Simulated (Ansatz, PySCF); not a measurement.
Molecule: bromine monochloride, BrCl (charge 0, singlet). SMILES: ClBr
Geometry from a B3LYP-D3(BJ)/def2-TZVP (Ansatz, a quantum-chemistry and plane-wave program) optimisation:
```
Cl
Br 1 2.1653
```

Quantity: vertical ionisation energy (to the doublet state of charge +1; each state is the SCF solution reached for its spin; for the doublet T1 is 0.049), in eV. Cores are frozen in the correlated levels unless marked. Open shells are spin-unrestricted. Spin-orbit coupling is left out. The frozen core is the preceding noble-gas configuration, with the filled d and f shells of earlier blocks. Non-relativistic. CBS(X,Y): correlation extrapolated as X^-3; Hartree-Fock from the larger set.

```json
[
 {"level": "SVWN5/def2-TZVPD", "program": "Ansatz", "vertical ionisation energy (eV)": "10.96", "minus last row": "-0.28"},
 {"level": "PBE/def2-TZVPD", "program": "Ansatz", "vertical ionisation energy (eV)": "10.75", "minus last row": "-0.49"},
 {"level": "r2SCAN/def2-TZVPD", "program": "Ansatz", "vertical ionisation energy (eV)": "10.94", "minus last row": "-0.30"},
 {"level": "B3LYP/def2-TZVPD", "program": "Ansatz", "vertical ionisation energy (eV)": "11.00", "minus last row": "-0.24"},
 {"level": "PBE0/def2-TZVPD", "program": "Ansatz", "vertical ionisation energy (eV)": "11.02", "minus last row": "-0.22"},
 {"level": "BHLYP/def2-TZVPD", "program": "Ansatz", "vertical ionisation energy (eV)": "11.13", "minus last row": "-0.11"},
 {"level": "CAM-B3LYP/def2-TZVPD", "program": "Ansatz", "vertical ionisation energy (eV)": "11.15", "minus last row": "-0.09"},
 {"level": "wB97M-V/def2-TZVPD", "program": "Ansatz", "vertical ionisation energy (eV)": "11.12", "minus last row": "-0.12"},
 {"level": "wB97X-V/def2-TZVPD", "program": "Ansatz", "vertical ionisation energy (eV)": "11.19", "minus last row": "-0.05"},
 {"level": "CCSD/def2-SVPD", "program": "Ansatz", "vertical ionisation energy (eV)": "11.03", "minus last row": "-0.21"},
 {"level": "CCSD/def2-TZVPPD", "program": "Ansatz", "vertical ionisation energy (eV)": "11.06", "minus last row": "-0.18"},
 {"level": "CCSD/def2-QZVPPD", "program": "Ansatz", "vertical ionisation energy (eV)": "11.17", "minus last row": "-0.07"},
 {"level": "CCSD/CBS(def2-TZVPPD,def2-QZVPPD)", "program": "Ansatz", "vertical ionisation energy (eV)": "11.27", "minus last row": "0.03"},
 {"level": "CCSD(T)/def2-SVPD", "program": "Ansatz", "vertical ionisation energy (eV)": "10.97", "minus last row": "-0.27"},
 {"level": "CCSD(T)/def2-TZVPPD", "program": "Ansatz", "vertical ionisation energy (eV)": "11.01", "minus last row": "-0.23"},
 {"level": "CCSD(T)/def2-QZVPPD", "program": "Ansatz", "vertical ionisation energy (eV)": "11.13", "minus last row": "-0.11"},
 {"level": "CCSD(T)/CBS(def2-TZVPPD,def2-QZVPPD)", "program": "Ansatz", "vertical ionisation energy (eV)": "11.24", "minus last row": "0.00"}
]
```

For comparison, minus the highest occupied orbital energy (PySCF): 9.71 eV at M06-2X/def2-TZVPD, 7.76 eV at TPSSh/def2-TZVPD, 11.56 eV at HF/def2-TZVPD.
